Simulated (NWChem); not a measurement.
Species: Si2SbH6Cl; SMILES [SiH3][Sb]([Cl])[SiH3]

Program: NWChem. Structure relaxed at the PBE0/def2-SVP (def2 core potentials past Kr) level. No frequency run checked for a minimum.

Question: Estimate the computed values for TPSS/STO-3G (all-electron, non-relativistic). Quantities: highest occupied level (eV); orbital gap (eV); dipole (D).

Answer: 
```
Quantity                     Value
---------------------------  -----
highest occupied level (eV)  -3.61
orbital gap (eV)              4.22
dipole (D)                    3.13
```
